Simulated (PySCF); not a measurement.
Species: C2H7NOSi.
Bonds: C1–C2 (double), C2–O3, O3–Si4, Si4–N5. Hydrogens: H6, H7 on C1; H8 on C2; H9, H10 on Si4; H11, H12 on N5.

The calculation used PySCF, PBE0-D3(BJ)/def2-SVP geometry optimisation, gas phase.

List the bond lengths, angles and torsions at this level.

| bond | length (pm) | order |
| --- | --- | --- |
| C1=C2 | 133.7 | double |
| C2–O3 | 134.3 | single |
| O3–Si4 | 169.2 | single |
| Si4–N5 | 171.4 | single |
| C1–H6 | 109.1 | single |
| C1–H7 | 109.3 | single |
| C2–H8 | 109.7 | single |
| Si4–H9, Si4–H10 | 148.6 | single |
| N5–H11, N5–H12 | 101.3 | single |

Bonds in one row agree within 1 pm and their mean is given. Orders are formal, as drawn. A selection of angles:
| angle | degrees |
| --- | --- |
| C2–C1–H6 | 119.4 |
| C2–C1–H7 | 123.0 |
| H6–C1–H7 | 117.6 |
| C1–C2–O3 | 127.5 |
| C1–C2–H8 | 120.7 |
| O3–C2–H8 | 111.8 |
| C2–O3–Si4 | 127.9 |
| O3–Si4–N5 | 116.6 |
| O3–Si4–H9 | 107.6 |
| O3–Si4–H10 | 102.1 |
| N5–Si4–H9 | 107.5 |
| N5–Si4–H10 | 109.0 |
| H9–Si4–H10 | 114.2 |
| Si4–N5–H11 | 121.1 |
| H11–N5–H12 | 111.3 |

Torsions: C1–C2–O3–Si4 8° (synperiplanar); C2–O3–Si4–N5 -68° (synclinal). The mirror-image conformer, all signs reversed, is as good.

N5 (silicon-bound nitrogen) has angles 121.1°, 121.0° and 111.3°, sum 353.4°, 0.18 Å off the plane of its three neighbours. Si4 (oxygen-bound silicon) is distorted tetrahedral (angles from 102.1° to 116.6°). Of the pairs four or more bonds apart, Si4···H7 is among the closest relative to their van der Waals radii: 2.94 Å, 89 % of the sum of Bondi's values.

Point group: C1 (no symmetry element, even within 0.4 Å). No frequency check. One conformer, not necessarily the lowest (C1–C2–O3–Si4 8°, C2–O3–Si4–N5 -68°, O3–Si4–N5–H 81° and -68°).
